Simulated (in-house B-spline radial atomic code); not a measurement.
Values are calculated unless marked as measured or tabulated.
**What the choice of pseudopotential does to G0W0 on PBE0: Rb**

All numbers come from an all-electron radial atomic-structure program (B-spline basis), non-relativistic (model numbers for so heavy an element), configuration [Kr] 5s1, open shells at high spin. Semilocal Troullier-Martins pseudo-atoms, one channel per l, are made with PBE or LDA for several valence sets and radii, with or without a model core, and set against the all-electron atom. One channel fits only the lowest state of its l, so a second state of that l is approximate. All electrons give 5s up: PBE0 -2.827 eV, G0W0 -4.350 eV. Potentials are made in the ion's own configuration unless the neutral atom is named, and a smooth local potential serves every l without a channel. Potentials that miss their own reference levels by more than 6 millihartree, or need radii over 3.5 bohr, are left out. Columns give pseudo minus all-electron, in eV; a dash marks a level in the core or of low weight.

```json
{"valence": "4p 5s", "made with": "PBE", "radii (bohr)": "s 3.40 p 1.31", "model core (bohr)": "none", "5s up PBE0": "-0.08", "5s up G0W0": "-0.21"}
{"valence": "4p 5s", "made with": "LDA", "radii (bohr)": "s 3.40 p 1.14", "model core (bohr)": "1.04", "5s up PBE0": "-0.09", "5s up G0W0": "-0.22"}
{"valence": "4p 5s", "made with": "PBE", "radii (bohr)": "s 3.40 p 1.31", "model core (bohr)": "1.04", "5s up PBE0": "-0.08", "5s up G0W0": "-0.21"}
{"valence": "4p 5s", "made with": "PBE", "radii (bohr)": "s 3.40 p 1.45", "model core (bohr)": "1.04", "5s up PBE0": "-0.08", "5s up G0W0": "-0.20"}
{"valence": "4p 5s", "made with": "PBE", "radii (bohr)": "s 3.40 p 1.67", "model core (bohr)": "1.04", "5s up PBE0": "-0.08", "5s up G0W0": "-0.20"}
{"valence": "4p 5s", "made with": "PBE", "radii (bohr)": "s 3.40 p 1.89", "model core (bohr)": "1.04", "5s up PBE0": "-0.08", "5s up G0W0": "-0.20"}
{"valence": "4s 4p 5s", "made with": "PBE", "radii (bohr)": "s 1.16 p 1.31", "model core (bohr)": "none", "5s up PBE0": "-0.02", "5s up G0W0": "-0.05"}
{"valence": "4s 4p 5s", "made with": "PBE", "radii (bohr)": "s 1.67 p 1.89", "model core (bohr)": "0.95", "5s up PBE0": "-0.02", "5s up G0W0": "-0.03"}
{"valence": "3d 4s 4p 5s", "made with": "LDA", "radii (bohr)": "s 1.03 p 1.14 d 0.94", "model core (bohr)": "none", "5s up PBE0": "-0.03", "5s up G0W0": "-0.05"}
{"valence": "3d 4s 4p 5s", "made with": "PBE", "radii (bohr)": "s 1.16 p 1.31 d 1.05", "model core (bohr)": "none", "5s up PBE0": "-0.01", "5s up G0W0": "-0.04"}
{"valence": "3d 4s 4p 5s", "made with": "PBE", "radii (bohr)": "s 1.29 p 1.45 d 1.17", "model core (bohr)": "none", "5s up PBE0": "-0.01", "5s up G0W0": "-0.03"}
{"valence": "3d 4s 4p 5s", "made with": "PBE", "radii (bohr)": "s 1.67 p 1.89 d 1.52", "model core (bohr)": "none", "5s up PBE0": "-0.03", "5s up G0W0": "-0.06"}
{"valence": "3d 4s 4p 5s", "made with": "LDA", "radii (bohr)": "s 1.03 p 1.14 d 0.94", "model core (bohr)": "0.24", "5s up PBE0": "-0.02", "5s up G0W0": "-0.04"}
{"valence": "3d 4s 4p 5s", "made with": "LDA", "radii (bohr)": "s 1.29 p 1.42 d 1.17", "model core (bohr)": "0.24", "5s up PBE0": "-0.01", "5s up G0W0": "-0.02"}
```

Problem. How does the G0W0 shift of 5s up, which all sets hold, depend on the valence set?

Solution. Mean size: 4s 4p 5s: 0.04 eV; 3d 4s 4p 5s: 0.04 eV; 4p 5s: 0.21 eV. The means mix radii and the functional used in making the potentials.
